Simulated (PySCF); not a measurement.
**Tl²⁺: excitation energy**

Tl²⁺ [Xe] 4f14 5d10 6s1 (2S) → Tl²⁺ [Xe] 4f14 5d9 6s2 (2D), as a difference of total energies. Computed with PySCF 2.14 in aug-cc-pwCVTZ-DK3, with the spin-free X2C one-electron Hamiltonian (Gaussian nucleus). The calculations carry no spin-orbit coupling.

```
method  excitation energy (cm⁻¹)
   UHF                     76893
 TPSSh                     72054
 B3LYP                     70058
```
